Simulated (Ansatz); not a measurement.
A nudged elastic band was laid between two geometries of BClFH + ClH (6 atoms, charge 0, multiplicity 1).

The calculation used RKS BLYP/def2-SVP (Ansatz 0.2.0).

```
movable images  : 7
climbing image  : yes
spring          : 5.0 eV/Å²
optimiser       : quadratic models (default)
start path      : through a guess of the saddle point
force threshold : 0.03 eV/Å
iteration limit : 60
end points      : relaxed
```

First end point:

```xyz
6
Properties=species:S:1:pos:R:3
B -0.049 0.450 -0.181
H -0.079 0.700 0.999
F 1.103 0.167 -0.772
Cl -1.516 0.541 -1.160
Cl -0.208 -2.724 1.153
H -0.113 -2.034 2.251
```

Last end point:

```xyz
6
Properties=species:S:1:pos:R:3
B -0.096 -0.604 -0.778
H -0.054 0.209 2.809
F 1.099 -0.037 -0.868
Cl -1.525 0.327 -1.226
Cl -0.213 -2.275 -0.220
H -0.074 -0.520 2.573
```

(1) What changes between the two ends?

(2) Give the energies along the band, and the barrier.

(3) What is the geometry of the highest image?

(4) What are the harmonic wavenumbers there?

Answers

(1) Bonds broken: B1–H2, Cl5–H6. Bonds formed: B1–Cl5, H2–H6. BClFH + ClH becomes BCl2F + H2.

(2) It converged. The highest image is number 3 of 0 to 8, 0.98 eV above the first end and 1.58 eV above the last; the last end lies 0.60 eV below the first. A vibrational analysis at the climbing image gives one clearly imaginary mode, 844i cm⁻¹: a first-order saddle point. The orbitals stay closed-shell, which can raise the energy where a bond breaks towards radicals; this wasn't checked here.

```tsv
image	path coordinate (Å)	energy (eV)	B1–H2 (Å)	Cl5–H6 (Å)	B1–Cl5 (Å)
0	0.00	0.00	1.21	1.30	3.45
1	0.69	0.03	1.21	1.30	3.28
2	1.37	0.23	1.22	1.32	2.77
3	2.06	0.98	1.34	1.60	2.15
4	2.59	0.25	1.73	2.05	1.87
5	3.13	-0.35	2.25	2.49	1.78
6	3.66	-0.55	2.72	2.94	1.77
7	4.19	-0.60	3.21	3.28	1.77
8	4.73	-0.60	3.68	3.30	1.77
```

(3) 
```xyz
6
Properties=species:S:1:pos:R:3
B -0.064 -0.231 0.065
H -0.101 0.208 1.327
F 1.147 -0.045 -0.468
Cl -1.541 0.272 -0.792
Cl -0.182 -2.270 0.730
H -0.122 -0.833 1.428
```

(4) 844i, 184, 271, 383, 665, 716, 799, 1030, 1237, 1285, 1590, 2086 cm⁻¹.

Run time: 8.1 min on 1 thread of Arm Neoverse V2, on a shared host, peak memory 0.11 GiB.
